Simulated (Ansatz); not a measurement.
Al₇. Charge 0, multiplicity 2. Geometry r2SCAN-D4/def2-SVP, basis def2-TZVP, Ansatz.

```xyz
7

Al   -1.297   -0.272   -1.712
Al    1.685    2.112    0.680
Al    1.935   -0.417    0.872
Al    0.683    1.358   -1.539
Al   -0.516    0.554    0.676
Al   -0.044   -2.049    0.700
Al   -2.447   -1.286    0.324
```

```tsv
run	HOMO (eV)	LUMO (eV)
A	-4.48	-4.00
B	-4.90	-3.49
C	-5.18	-3.43
D	-4.72	-3.91
E	-6.80	-1.90
```

B3LYP takes the VWN-RPA correlation. Another isomer (doublet) lies 1.28 eV lower at PBE0-D4/def2-TZVP; other spin states weren't run for this one.

HOMO and LUMO are taken over both spins.

Question: The runs used B3LYP, PBE, PBE0, r2SCAN, ωB97X-V. Estimate which is which.

Answer: A PBE (0 % exact exchange); B B3LYP (20 % exact exchange); C PBE0 (25 % exact exchange); D r2SCAN (0 % exact exchange); E ωB97X-V (range-separated). Exact exchange lowers occupied and raises empty levels; among semilocal functionals meta-GGAs tend to open the gap a little, and such runs are hard to tell apart. The gap grows from 0.48 eV (PBE) to 4.90 eV (ωB97X-V). At r2SCAN-D4/def2-TZVP, ωB97X-V/def2-TZVP the charge 0 doublet is spin-contaminated (final ⟨S²⟩ up to 1.05, 0.75 for a pure state).
